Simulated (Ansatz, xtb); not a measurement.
# C2H3F2Si: which of two conformers lies lower

Structure X is `C=[C][SiH](F)F`, a doublet and structure Y is `C=[C][SiH](F)F`, a doublet. Both are isolated molecules in the gas phase, relaxed with BLYP-D3(BJ)/def2-SVP.

X (Å):

```yaml
atoms:
  - { symbol: C, position_ang: [0.2987, 1.9020, -0.7004] }
  - { symbol: C, position_ang: [0.4654, 0.7175, -1.2492] }
  - { symbol: F, position_ang: [1.1682, -0.5464, -3.6912] }
  - { symbol: F, position_ang: [-0.5257, -1.7637, -2.1366] }
  - { symbol: Si, position_ang: [0.8132, -0.8309, -2.1222] }
  - { symbol: H, position_ang: [0.7152, 2.8310, -1.1472] }
  - { symbol: H, position_ang: [-0.2709, 2.0512, 0.2419] }
  - { symbol: H, position_ang: [1.9309, -1.5877, -1.5071] }
```

Y (Å):

```xyz
8

C     0.2150    1.7939   -0.6893
C     0.2804    0.7116   -1.4374
F     1.0586   -0.6326   -3.7729
F    -0.5114   -1.8999   -2.0866
Si    0.7495   -0.8716   -2.1901
H     0.9405    2.0038    0.1272
H    -0.5698    2.5676   -0.8259
H     1.9351   -1.5359   -1.5848
```

**Question.** Estimate E(Y) − E(X) at the level CCSD(T)/def2-SVP.

**Answer.** Too close to call at this level: CCSD(T)/def2-SVP gives E(Y) − E(X) = +0.09 kcal/mol.

The same difference at several levels:

```json
{"level": "BLYP-D3(BJ)/def2-SVP", "geometry": "BLYP-D3(BJ)/def2-SVP", "E(Y) − E(X) (kcal/mol)": "+0.26", "departure from the last row (kcal/mol)": "+0.16", "job, with rough time for the two": "optimisation, 77 s"}
{"level": "HF/def2-SVP", "geometry": "BLYP-D3(BJ)/def2-SVP", "E(Y) − E(X) (kcal/mol)": "−0.08", "departure from the last row (kcal/mol)": "−0.17", "job, with rough time for the two": "part of the CCSD(T) run"}
{"level": "MP2/def2-SVP", "geometry": "BLYP-D3(BJ)/def2-SVP", "E(Y) − E(X) (kcal/mol)": "+0.14", "departure from the last row (kcal/mol)": "+0.04", "job, with rough time for the two": "part of the CCSD(T) run"}
{"level": "CCSD(T)/def2-SVP", "geometry": "BLYP-D3(BJ)/def2-SVP", "E(Y) − E(X) (kcal/mol)": "+0.09", "departure from the last row (kcal/mol)": "", "job, with rough time for the two": "single point, 41 s"}
```

The largest departure from CCSD(T)/def2-SVP is that of HF/def2-SVP, 0.17 kcal/mol. Levels run at GFN2-xTB geometries aren't shown.

With harmonic frequencies from BLYP-D3(BJ)/def2-SVP (ideal gas, rigid rotor, one conformer each, 298.15 K, 1 atm): on the last row, ΔE + ΔZPE = +0.08 kcal/mol. A mode under 50 cm⁻¹ makes harmonic enthalpies and free energies unreliable, so none is given.

Open shells are spin-unrestricted, with notable spin contamination under HF/def2-SVP, MP2/def2-SVP, CCSD(T)/def2-SVP. The correlated steps freeze 9 core orbitals. Run with Ansatz 0.2.0; the last row on 2 threads of Intel(R) Xeon(R) Platinum 8488C (Sapphire Rapids) on a shared host.
